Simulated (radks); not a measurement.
The numbers below are computed, except where a source is named.
Fractional charge and spin in the 4s shell of titanium: the spin-up occupation runs from 0 to 1 and the spin-down occupation from 0 to 1; the fullest corner is Ti, [Ar] 3d(up 1, down 1) 4s(up 1, down 1). Level of theory: non-relativistic Kohn-Sham, PBE, spin-polarised, spherical densities, point nucleus (a radial shooting solver on a logarithmic mesh with Libxc functionals). Energy (eV) above the fullest corner. The planes named below are the two flat planes that join the four corners, with an edge along up + down = one added electron.

down \ up,0,0.5,1
0,20.761,13.144,7.049
0.5,13.144,7.287,2.858
1,7.049,2.858,0.000

Corners above the fullest one (they belong to Ti+ and the next ion): (up 1, down 0) 7.049 eV, (up 0, down 1) 7.049 eV, (up 0, down 0) 20.761 eV. With half an added electron in each spin the energy lies 0.238 eV from the planes, and with half an added electron in spin up alone -0.761 eV. The planes are only a guide here: the flat-plane condition holds for ground states with one frontier orbital, while this shell lies below other occupied shells, so the corners above the fullest one are inner-hole states and not the ground states of those ions.
